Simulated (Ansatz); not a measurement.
System: CH$_{3}$Li (charge +1, doublet). 
Coordinates optimised at B3LYP-D3(BJ)/def2-TZVP (Ansatz, a first-principles code):
```
C
H 1 1.0848
H 1 1.0848 2 118.63
H 1 1.0848 2 118.63 3 156.89
Li 1 2.2848 2 96.78 4 101.56
```
Charge +1, spin multiplicity 2.

Basis-set convergence of Hartree-Fock and MP2 correlation energies (hartree) with Ansatz. Valence correlation only, unless marked. Open shells are spin-unrestricted. Spin-orbit coupling is left out. Non-relativistic.

```json
[
 {"basis": "def2-SVP", "functions": "38", "E(HF)": "-46.78579", "E(corr, MP2)": "-0.12764"},
 {"basis": "def2-TZVPP", "functions": "92", "E(HF)": "-46.83729", "E(corr, MP2)": "-0.15769"},
 {"basis": "def2-QZVPP", "functions": "182", "E(HF)": "-46.84039", "E(corr, MP2)": "-0.16798"}
]
```

Extrapolating the two largest sets (X = 3 and 4) as X^-3: E(corr) = (64·(-0.16798) - 27·(-0.15769))/37 = -0.1755 Eh, an estimate of the basis-set limit. The largest set recovers 95.7 % of it, the smallest 72.7 %.
